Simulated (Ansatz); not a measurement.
Cl2HNbOS (`[OH][Nb](=[S])([Cl])[Cl]`), relaxed with RKS PBE0-D4/def2-TZVP in Ansatz from a PBE-D4/def2-SVP geometry. The force threshold is 0.005 eV/Å; the program also tests the step.

The species carries charge 0 and has multiplicity 1. Nb: def2 effective core potential.

Start:

```xyz
6

O     0.126   -0.772   -1.301
Nb   -0.171    0.119    0.322
S     1.581    1.293    0.749
Cl   -1.968    1.542    0.122
Cl   -0.456   -1.408    2.019
H     0.888   -0.773   -1.910
```

```
step  energy (eV)  largest force (eV/Å)  largest move (Å)
   1  -39489.1824                 0.765             0.000
   2  -39489.2074                 0.394             0.041
   3  -39489.2147                 0.042             0.013
   4  -39489.2148                 0.004             0.001
```

End:

```xyz
6

O     0.124   -0.768   -1.292
Nb   -0.160    0.122    0.318
S     1.568    1.284    0.746
Cl   -1.948    1.518    0.125
Cl   -0.458   -1.389    1.994
H     0.875   -0.767   -1.890
```

It took 18 s on 4 threads of an Arm Neoverse V2 on a shared host, with 0.59 GiB of host memory at the peak.
